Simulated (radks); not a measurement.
All-electron atom: Cl3+ in [Ne] 3s2 3p2.

All-electron calculation, Dirac Kohn-Sham, LDA (Slater exchange, Perdew-Wang correlation), spin-unpolarised, spherical densities, finite nucleus; open shells are shared between the two j in proportion to 2j + 1; Fermi nuclear charge, rms radius 3.3654 fm. Program: a radial shooting solver on a logarithmic mesh with Libxc functionals.

Energy parts (hartree):
total: -457.25561
kinetic: 459.38794
electron-nucleus: -1070.11663
Hartree: 178.92856
exchange-correlation: -25.45548

Orbitals (lengths in bohr, moments of r in powers of bohr):
1s1/2: occ. 2; eigenvalue (hartree) -102.4626; <1/r> 16.63; <r^2> 0.01119
2s1/2: occ. 2; eigenvalue (hartree) -10.89711; <1/r> 3.309; <r^2> 0.2352
2p1/2: occ. 2; eigenvalue (hartree) -8.73748; <1/r> 3.229; <r^2> 0.2041
2p3/2: occ. 4; eigenvalue (hartree) -8.67485; <1/r> 3.204; <r^2> 0.2063
3s1/2: occ. 2; eigenvalue (hartree) -2.16242; <1/r> 0.9979; <r^2> 2.230
3p1/2: occ. 0.666667; eigenvalue (hartree) -1.66618; <1/r> 0.9006; <r^2> 2.650
3p3/2: occ. 1.33333; eigenvalue (hartree) -1.65925; <1/r> 0.8965; <r^2> 2.668

The highest occupied level is 3p3/2 at -45.151 eV. The electron density at the nucleus is 3572 e/bohr^3. For comparison, the ionisation energy in NIST's Atomic Spectra Database is 53.2 eV (semi-empirical). In exact Kohn-Sham theory the highest level is minus the ionisation energy, but local and semilocal functionals leave it too shallow, through self-interaction and a potential that decays too fast; potentials with the right tail come closer.

Beside tabulated values, note that spin-unpolarised runs miss the spin-polarisation part of the exchange energy of open shells.
